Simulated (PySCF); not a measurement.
**Dipole response of Ca(2+) (calcium, charge +2)**

[Ar], closed-shell 1S. All numbers are calculated (PySCF 2.14, the spin-free X2C one-electron Hamiltonian (Gaussian nucleus), in aug-cc-pVQZ-X2C (8s7p5d3f2g, 93 functions)). Coupled (time-dependent) response in atomic units; α is the mean over directions.

```json
{"method": "wB97X", "mean α (bohr³)": "3.196", "C₆ (like pair)": "10.09", "S(−4)": "1.923"}
```

S(−4) is the Cauchy moment in α(ω) = α(0) + S(−4) ω² + …

α(iu) at wB97X:

```csv
u (hartree),α(iu) (bohr³)
0,3.196
0.0500,3.191
0.100,3.177
0.200,3.121
0.300,3.032
0.500,2.781
0.750,2.397
1.00,2.013
1.50,1.390
2.00,0.9760
3.00,0.5342
5.00,0.2241
```

For an ion, C₆ is the dispersion term alone; charge-induced terms of lower order in 1/R come first.
